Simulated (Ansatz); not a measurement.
Ansatz (an electronic-structure program) input (LC-wPBE/def2-TZVPD):

Ansatz 0.2 input:
```yaml
crystal:
  periodic: [false, false, false]
  atoms:
    - {symbol: Sn, position_ang: [-0.41946022, -0.12202029, 0.32055439]}
    - {symbol: O, position_ang: [-1.38406458, -1.50519776, -0.60113916]}
    - {symbol: Cl, position_ang: [-0.10028146, 1.83899828, -1.19760420]}
    - {symbol: Cl, position_ang: [1.98531249, -0.77178672, 0.53768619]}
basis:
  gaussian:
    orbitals: def2-TZVPD
hamiltonian:
  xc: {name: LC-wPBE}
total_charge: -1
magnetization: {spin_polarized: true, initial_magnetization: 1}
output: {forces: true}
```

End of the output:

```
integrals: 0.16 GiB planned
1148 factors; their error is unknown
integrals: 0.20 GiB planned
387 factors; integrals over basis functions are off by at most 3.4e-5 eV
mean field: 1.42 GiB planned
mean field evaluation 1: about -32916.9241 eV, gradient 3.4e1 eV
mean field evaluation 2: about -32895.9919 eV, gradient 8.1e1 eV
mean field evaluation 4: about -32921.9384 eV, gradient 3.2e0 eV
mean field evaluation 8: about -32922.0440 eV, gradient 3.5e-1 eV
mean field evaluation 16: about -32922.0498 eV, gradient 2.9e-2 eV
mean field evaluation 32: about -32921.8695 eV, gradient 1.7e0 eV
mean field -32922.04991560 eV, -1209.8630190315 hartree, gradient 4.6e-5 eV, S^2 0.779804; 4 other end points of the search recorded, 0 dependent functions left out
the calculation of the forces begins
reference -32922.04991561 eV, -1209.8630190318 hartree; 33, 32 occupied and 155, 156 virtual orbitals, 1148 factors
Total energy: -32922.04991561 eV, -1209.8630190318 hartree
Atom 0 at    -0.419460    -0.122020     0.320554 Å, force     0.167997    -0.371753    -0.761222 eV/Å
Atom 1 at    -1.384065    -1.505198    -0.601139 Å, force     0.440100     0.650631     0.449947 eV/Å
Atom 2 at    -0.100281     1.838998    -1.197604 Å, force    -0.056710    -0.449062     0.361433 eV/Å
Atom 3 at     1.985312    -0.771787     0.537686 Å, force    -0.551387     0.170184    -0.050157 eV/Å
Dipole moment:    -0.105111     0.301817     0.580420 e Å
```
